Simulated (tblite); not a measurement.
C4H11N2PSi.
Z-matrix (Å and degrees, GFN2-xTB geometry), rows numbered from 1:
```
C 
C   1  1.3214
C   2  1.4820  1  124.60
Si  3  1.9081  2  108.77  1  -102.09
N   4  1.7276  3  106.12  2    63.92
P   4  2.2660  3  112.63  2  -174.02
N   4  1.7472  3  107.02  2   -54.54
C   7  1.2487  4  127.37  3  -116.20
H   1  1.0766  2  122.07  3   178.18
H   1  1.0782  2  121.53  3    -2.73
H   2  1.0812  1  120.14  3  -176.82
H   3  1.0886  2  110.59  1   137.54
H   3  1.0882  2  110.61  1    17.49
H   5  1.0073  4  119.62  3  -175.40
H   5  1.0082  4  116.73  3   -38.78
H   6  1.3788  4   94.97  3   -78.15
H   6  1.3834  4   92.83  3  -170.68
H   8  1.0860  7  119.50  4  -179.66
H   8  1.0978  7  124.00  4     0.31
```

Method: GFN2-xTB as coded in tblite; computed harmonic values from a numerical Hessian at the method's own geometry, unscaled. The method is semi-empirical: single wavenumbers can be off by several per cent or more. Modes of hydrogen on phosphorus can be 10 to 20 % off. One conformer, not necessarily the lowest.

Harmonic wavenumbers (cm⁻¹): 32.9, 63.6, 74.7, 91.0, 102.9, 109.9, 155.4, 178.1, 202.5, 207.4, 245.2, 337.3, 408.1, 451.2, 497.9, 526.1, 605.2, 673.1, 682.5, 697.8, 772.0, 788.2, 831.0, 877.5, 899.7, 957.8, 1002.3, 1019.4, 1053.3, 1140.0, 1149.0, 1182.6, 1203.6, 1296.1, 1411.7, 1433.2, 1461.8, 1498.6, 1708.4, 1740.8, 2309.4, 2407.5, 2830.8, 2989.0, 2995.5, 3006.8, 3067.0, 3093.8, 3122.9, 3456.0, 3496.3.

A = 1965, B = 922.2, C = 793.9 MHz; mass 146.043 u (most abundant isotopes); point group C1, symmetry number 1.

Q: What is the zero-point energy?

A: Half the sum of the wavenumbers: 31272 cm⁻¹ = 374.10 kJ/mol.

Q: Entropy at 500 K, 1 bar (ideal gas, RRHO, classical rotation)?

A: Translation 181.76, rotation 131.10, vibration 275.77: S = 588.6 J/(mol K).

Q: And Cp and H(500 K) − H(0)?

A: Cp = 258.57 J/(mol K), of which vibrations give 225.32 (their classical limit is 51 R = 424.0); H(500 K) − H(0) = 81.82 kJ/mol without the zero-point energy, 65.19 from vibrations.

Q: Blend soft modes into free rotors: weight 1/[1 + (100 cm⁻¹/ν̃)⁴] for the oscillator and the rest for a rotor with moment μB/(μ + B), μ = h/(8π²ν), B = 10⁻⁴⁴ kg m². What vibrational entropy results?

A: 249.08 J/(mol K) in place of 275.77, which changes −T·S at 500 K by +13.35 kJ/mol.

Q: Which modes carry the vibrational entropy at 500 K?

A: 32.9 cm⁻¹: 27.92; 63.6 cm⁻¹: 22.45; 74.7 cm⁻¹: 21.11; 91.0 cm⁻¹: 19.48; 102.9 cm⁻¹: 18.46; 109.9 cm⁻¹: 17.92 J/(mol K); the other 45 give 148.43 together.

Q: How do the functions run with temperature in this model?

A: 
```json
{"T (K)": "50", "S (J/(mol K))": "260.0", "Cp (J/(mol K))": "71.2", "H − H(0) (kJ/mol)": "2.44", "G − H(0) (kJ/mol)": "-10.56", "ln q(vib)": "0.99"}
{"T (K)": "100", "S (J/(mol K))": "320.2", "Cp (J/(mol K))": "103.6", "H − H(0) (kJ/mol)": "6.88", "G − H(0) (kJ/mol)": "-25.15", "ln q(vib)": "3.05"}
{"T (K)": "298.15", "S (J/(mol K))": "473.1", "Cp (J/(mol K))": "189.7", "H − H(0) (kJ/mol)": "36.13", "G − H(0) (kJ/mol)": "-104.93", "ln q(vib)": "10.77"}
{"T (K)": "373.15", "S (J/(mol K))": "518.9", "Cp (J/(mol K))": "218.4", "H − H(0) (kJ/mol)": "51.46", "G − H(0) (kJ/mol)": "-142.16", "ln q(vib)": "13.36"}
{"T (K)": "750", "S (J/(mol K))": "704.8", "Cp (J/(mol K))": "314.0", "H − H(0) (kJ/mol)": "153.90", "G − H(0) (kJ/mol)": "-374.68", "ln q(vib)": "24.83"}
{"T (K)": "1000", "S (J/(mol K))": "800.5", "Cp (J/(mol K))": "351.0", "H − H(0) (kJ/mol)": "237.31", "G − H(0) (kJ/mol)": "-563.19", "ln q(vib)": "31.34"}
```

q(vib) and H(0) count from the zero-point level.

Hindered rotation and anharmonicity are outside this model. Other conformers, if any are populated, would add a mixing term that is left out. The structure is chiral; the term R ln 2 for an equal mix with its mirror image is left out.

Hardware: one thread, Arm Neoverse N1 (aarch64), no GPU (shared host). Cost: 1.4 s of wall time. This covers the Hessian and the dipole derivatives.
